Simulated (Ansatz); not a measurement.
C$_{3}$H$_{9}$ClSi (`CC(C)[SiH2]Cl`), relaxed with RKS PBE0-D4/def2-TZVP in the Gaussian-basis code of Ansatz from a PBE-D4/def2-SVP geometry. The force threshold is 0.005 eV/Å; the program also tests the step.

The species carries charge 0 and has multiplicity 1.

Start:

```xyz
14

C    -0.179    1.046    1.113
C    -0.483   -0.040    0.069
C    -0.489    0.514   -1.365
Si    0.698   -1.512    0.237
Cl    2.653   -0.860   -0.141
H    -0.233    0.657    2.150
H     0.840    1.463    0.966
H    -0.898    1.888    1.032
H    -1.486   -0.478    0.288
H     0.512    0.905   -1.642
H    -0.764   -0.259   -2.111
H    -1.214    1.350   -1.464
H     0.667   -2.082    1.628
H     0.375   -2.591   -0.759
```

(1) By how much does the energy fall, and how many steps does the optimiser take? (Estimate.)

(2) Which bonds change most? (Estimate.)

(3) Give the relaxed structure. (An estimate is asked.)

Answers

(1) The calculation gave: 5.46 kJ/mol, in 4 steps.

(2) The calculation gave: Si4–Cl5 from 2.095 to 2.065 Å; C2–Si4 from 1.895 to 1.872 Å; Si4–H13 from 1.504 to 1.485 Å; Si4–H14 from 1.503 to 1.485 Å.

(3) Computed: 
```xyz
14

C    -0.177    1.039    1.101
C    -0.476   -0.045    0.069
C    -0.483    0.513   -1.352
Si    0.690   -1.500    0.236
Cl    2.627   -0.886   -0.134
H    -0.218    0.657    2.123
H     0.818    1.464    0.944
H    -0.900    1.857    1.021
H    -1.468   -0.469    0.284
H     0.498    0.914   -1.619
H    -0.744   -0.248   -2.091
H    -1.207    1.328   -1.442
H     0.664   -2.061    1.610
H     0.374   -2.564   -0.749
```
